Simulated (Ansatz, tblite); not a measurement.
Forces on FeCo2 at its PBE0-D4/def2-TZVP geometry. Charge 0, multiplicity 7.

The xTB rows come from tblite. At PBE-D4/def2-TZVP the charge 0 septet is spin-contaminated (final ⟨S²⟩ up to 12.68, 12.00 for a pure state). At PBE-D4/def2-TZVP an occupied level of the charge 0 septet lies above an empty one of the other spin, so a lower spin may lie lower. No other spin state of charge 0 was run. The geometry of the septet was relaxed on an unsound state (⟨S²⟩ 13.12, where a pure state has 12.00). Another isomer (triplet) lies 0.08 eV lower at PBE0-D4/def2-TZVP; other spin states weren't run for this one.

GFN1-xTB (tblite), largest force 0.84 eV/Å:

```xyz
3
positions Å, forces eV/Å
Fe    0.776    0.563    1.050   -0.448   -0.377   -0.598
Co   -0.256   -1.403   -0.145    0.223    0.423    0.259
Co   -0.519    0.840   -0.905    0.225   -0.046    0.339
```

GFN2-xTB (tblite), largest force 2.37 eV/Å:

```
Fe -0.109 -0.070 -0.148
Co -0.210 2.257 -0.685
Co 0.319 -2.187 0.834
```

PBE-D4/def2-TZVP (Ansatz), largest force 2.26 eV/Å:

```
Fe -1.263 -0.670 -1.752
Co 0.334 1.778 0.198
Co 0.929 -1.108 1.554
```
